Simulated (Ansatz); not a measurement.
Compare A (`N=C1C[SiH2]1`) with its isomer B (`C[SiH2]C#N`).

Isolated molecules relaxed with PBE0-D4/def2-TZVP in Ansatz; ΔE leaves out vibrations. CBS: MP2 limit from def2 TZ/QZ plus the TZ coupled-cluster correction, frozen cores. Functionals use def2-TZVPP. B3LYP here is the variant with VWN-RPA as its local correlation; programs differ in this. One conformer a species, not always the lowest.

A:

```xyz
9

N     0.029    1.351    1.501
C     0.097    0.486    0.593
C    -0.740   -0.072   -0.534
Si    0.966   -0.843   -0.331
H    -0.877    1.834    1.475
H    -0.929    0.600   -1.371
H    -1.624   -0.638   -0.242
H     1.064   -2.208    0.229
H     2.015   -0.511   -1.320
```

B:

```xyz
9

C     0.027    0.543   -1.136
Si    0.432   -0.518    0.335
C    -0.805   -0.178    1.676
N    -1.583    0.048    2.494
H     0.070    1.601   -0.873
H    -0.975    0.321   -1.509
H     0.743    0.359   -1.941
H     1.761   -0.210    0.913
H     0.331   -1.966    0.040
```

(1) Which isomer does CCSD(T)/CBS put lower? Give the gap. (Estimate.)

(2) Give E(B) − E(A) in kJ/mol with MP2/def2-TZVPP, CCSD/def2-TZVPP, CCSD(T)/def2-SVP, B3LYP-D4, PBE0-D4, ωB97M-V, HF/def2-TZVPP. (Best estimate.)

(3) Does the order hold for the free energy at 298.15 K (harmonic terms from PBE0-D4)? (An estimate is asked.)

Largest T1 diagnostic: 0.014.

Answers

(1) The calculation gave: B, by 237.3 kJ/mol.

(2) Computed: MP2/def2-TZVPP -251.2, CCSD/def2-TZVPP -247.2, CCSD(T)/def2-SVP -242.3, B3LYP-D4 -226.3, PBE0-D4 -203.2, ωB97M-V -228.4, HF/def2-TZVPP -277.6. None reverses the order clearly.

(3) Ansatz gave: Yes: G(B) − G(A) = -240.8 kJ/mol, for one conformer each.

From PBE to PBE0 (25 % exact exchange), in def2-TZVPP and without D4, E(B) − E(A) moves by −9.2 kJ/mol. At CCSD(T), def2-SVP lies −5.1 kJ/mol from the extrapolated value and def2-TZVPP −4.7 kJ/mol.
